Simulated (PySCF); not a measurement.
**Exercise with solution: chemical shift, span and skew from a shielding tensor**

C₂H₃N, SMILES [C-]#[N+]C. Atoms are numbered in the order given.

```xyz
6

C      0.0000     0.0000    -1.0998
N      0.0000     0.0000     0.3097
C      0.0000     0.0000     1.4738
H     -0.8884     0.5129    -1.4705
H      0.8884     0.5129    -1.4705
H      0.0000    -1.0258    -1.4705
```

Coordinates come from a PBE0-D3(BJ)/def2-TZVP optimisation.

GIAO shieldings from PySCF with B3LYP/pcSseg-2, non-relativistic, no solvent. The symmetric part of the tensor of C3 has the principal values -131.0, -131.0, 259.3 ppm. The same nucleus in TMS has σ = 181.3 ppm at this level (PySCF, at its B3LYP-D3(BJ)/def2-TZVP geometry).

Task: Work out the isotropic shielding, the ¹³C shift against TMS, the span and the skew.

Result: 
σ(iso) = (σ11 + σ22 + σ33)/3 = -0.9 ppm. δ = σ(ref) − σ(iso) = 181.3 − (-0.9) = 182.2 ppm.
Span Ω = σ33 − σ11 = 390.3 ppm. Skew κ = 3(σ(iso) − σ22)/Ω = 1.00, an axial tensor. Tumbling in solution averages the tensor to δ; in a static solid the shielding alone would spread this spin-1/2 line over Ω.
